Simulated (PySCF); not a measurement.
**Predicted spectroscopic data**

[PySCF 2.14.0 with density-fitted response routines: GIAO PBE0/pcSseg-1 shieldings; PBE0-D3(BJ)/def2-SVP geometry; relativity neglected; no solvent model; a single conformation; averaged over atoms made equivalent by symmetry, fast rotation or ring inversion]

Shifts are taken against calculated references (same method and geometry level): ¹H and ¹³C vs TMS. Splittings of carbon signals by F and P are missing where no couplings were computed. Where no couplings were computed, multiplicities follow the n + 1 count of equivalent neighbours, and m marks all less simple cases (inequivalent or close neighbours, rings, F or P nearby). Shifts are as computed. Against solution values, carbons near 30 ppm lie about +2 ppm off and those near 130 ppm about +5 ppm. Of 1211 compounds with measured shifts, 218 miss one by over three times the rms of a fit or turn the order of signals round; such compounds aren't used in these exercises.

**1.** SMILES Cc1ccccc1C(=O)F, C8H7FO. ¹H NMR (400 MHz, computed): δ 8.57 (m, 1H), 7.60 (m, 1H), 7.48 (m, 1H), 7.36 (d, 1H), 2.68 (s, 3H). ¹³C{¹H} NMR (computed): δ 165.0 (C), 148.8 (C), 142.3 (CH), 140.8 (CH), 137.5 (CH), 131.7 (CH), 128.0 (C), 26.0 (CH3).

**2.** 2-acetyl-1-fluorobenzene, C8H7FO. ¹H NMR (400 MHz, computed): δ 8.49 (m, 1H), 7.60 (m, 1H), 7.37 (m, 1H), 7.23 (m, 1H), 2.62 (s, 3H). ¹³C{¹H} NMR (computed): δ 195.4 (C), 170.9 (C), 140.7 (CH), 138.6 (CH), 128.9 (CH), 126.9 (C), 121.5 (CH), 34.1 (CH3).
